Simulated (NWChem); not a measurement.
System: C₂H₄BFO₂; SMILES FB(C=O)CO

```xyz
10

O     -0.7862    -2.2216    -0.0016
C      0.3041    -1.6709     0.0011
B      0.4301    -0.0650     0.0005
F      1.6508     0.4493    -0.0007
C     -0.8591     0.8248     0.0013
O     -0.5392     2.2074    -0.0010
H      1.2339    -2.2905     0.0042
H     -1.4685     0.5278     0.8763
H     -1.4712     0.5255    -0.8710
H     -1.3678     2.7093    -0.0001
```
Atoms are numbered in this order, from 1.

Results from NWChem. Geometry: optimised at B3LYP/6-31G* (spherical d).

**Question.** What does the run give for LDA (Slater exchange, VWN5)/def2-TZVP? Quantities: highest occupied level (eV); orbital gap (eV); dipole (D).

**Answer.** The highest occupied level (eV) comes out as -5.91 and the orbital gap (eV) is 1.93. The dipole (D) is 1.28.
